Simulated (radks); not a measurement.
Task: Radial electron density D(r) = 4 pi r^2 rho(r) of an atom or ion with 16 electrons. Calculated with a radial shooting solver on a logarithmic mesh with Libxc functionals: scalar-relativistic Kohn-Sham, LDA (Slater exchange, VWN5 correlation), spin-polarised, spherical densities, finite nucleus; Fermi nuclear charge, rms radius of each element as measured or else 0.836 A^(1/3) + 0.57 fm.

r (bohr),D(r) (e/bohr),spin D(r)
0.005056,0.9035,-0.0000439
0.006584,1.449,-0.0000657
0.008642,2.318,-0.0000913
0.01125,3.582,-0.000104
0.01477,5.455,-0.0000509
0.01923,7.921,0.000210
0.02504,10.99,0.00105
0.03287,14.50,0.00344
0.0428,17.59,0.00925
0.05618,19.46,0.0231
0.07316,19.16,0.0512
0.09603,16.79,0.106
0.125,14.09,0.191
0.1628,13.41,0.299
0.2137,15.82,0.390
0.2783,18.83,0.378
0.3653,18.45,0.217
0.4756,13.42,0.0316
0.6243,7.007,0.119
0.8129,3.863,0.685
1.059,3.896,1.48
1.389,4.141,1.87
1.809,3.002,1.50
2.375,1.386,0.777
3.092,0.4450,0.292
4.059,0.1118,0.0911
5.285,0.03020,0.0286
6.882,0.007006,0.00695
9.033,0.0008894,0.000889

What is the nuclear charge?

Result: Z = 17. The innermost maximum, from 1s, lies near gamma/Z bohr with gamma = sqrt(1 - (Z/c)^2) = 0.992, here 0.0584 bohr (found: 0.0618), and its height grows with Z. The density is that of the chlorine ion Cl+ in [Ne] 3s2 3p3.5 3d0.5; the configuration itself is not fixed sharply by these data, and Z only to about a unit. D(r) has 3 maxima, at r = 0.0618, 0.314, 1.28 bohr, and minima at 0.152, 0.909 bohr, inside which lie 2.17, 10.41 electrons.
